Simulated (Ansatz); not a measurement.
`[SiH2][GeH2][SiH3]` radical. Total charge 0; spin multiplicity 2. Correlated methods include outer-core shells of Ge, which these sets cover unevenly. Scalar relativity is left out up to krypton.

```xyz
10

Si   -1.738    0.546   -1.209
Ge    0.541    0.473   -0.557
Si    0.745   -0.600    1.556
H    -2.375   -0.800   -1.233
H    -1.986    1.240   -2.504
H     1.391   -0.277   -1.606
H     1.076    1.914   -0.471
H     0.188   -1.976    1.472
H    -0.013    0.163    2.582
H     2.171   -0.683    1.970
```

Question: Give the diagnostics of a CCSD(T)/def2-TZVPP run (frozen core, Ansatz 0.2.0). (An estimate is asked.)

Answer: The calculation gave: T1 = 0.0134, largest single amplitude 0.020, largest double 0.024, (T) share of the correlation energy 3.4 %, 10 CCSD cycles. ⟨S²⟩ of the UHF reference is 0.759 against 0.75 for a pure state. T1 lies under the customary mark of 0.045 for open shells.
